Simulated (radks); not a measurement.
Question: All-electron atom: Bi11+ in [Xe] 4f14 5d4. Calculated with a radial shooting solver on a logarithmic mesh with Libxc functionals: Dirac Kohn-Sham, PBE, spin-unpolarised, spherical densities, point nucleus; open shells are shared between the two j in proportion to 2j + 1. Some entries of the table are withheld. Estimate them.

orbital  occ.  eigenvalue (hartree)  <r> (bohr)  <1/r> (bohr^-1)
1s1/2       2             -3333.769     0.01578            103.4
2s1/2       2             -604.2743     0.06575            25.62
2p1/2       2             -580.7670     0.05388            25.54
2p3/2       4             -495.4969     0.06293            20.24
3s1/2       2             -151.1622      0.1709            9.387
3p1/2       2             -140.5650      0.1615            9.292
3p3/2       4             -121.4642      0.1780            7.905
3d3/2       4             -104.1519      0.1545            7.805
3d5/2       6             -100.1022      0.1594            7.499
4s1/2       2             -40.03854      0.3765            3.994
4p1/2       2             -35.43097         (1)            3.883
4p3/2       4             -30.71358         (2)            3.404
4d3/2       4             -23.23147         (3)            3.211
4d5/2       6             -22.34913         (4)            3.104
4f5/2       6             -12.62967      0.4340            2.783
5s1/2       2             -12.43645      0.8093            1.720
4f7/2       8             -12.42504      0.4398            2.743
5p1/2       2             -10.77894      0.8503            1.616
5p3/2       4              -9.76473      0.9210            1.456
5d3/2     1.6              -7.28951       1.040            1.263
5d5/2     2.4              -7.13172       1.062            1.232
6s1/2       0              -5.62214       1.573           0.8580
6p1/2       0              -5.01686       1.677           0.8021
6p3/2       0              -4.71227       1.780           0.7470

Answer: 
(1) 4p1/2 <r> (bohr): 0.3773
(2) 4p3/2 <r> (bohr): 0.4118
(3) 4d3/2 <r> (bohr): 0.4151
(4) 4d5/2 <r> (bohr): 0.4260
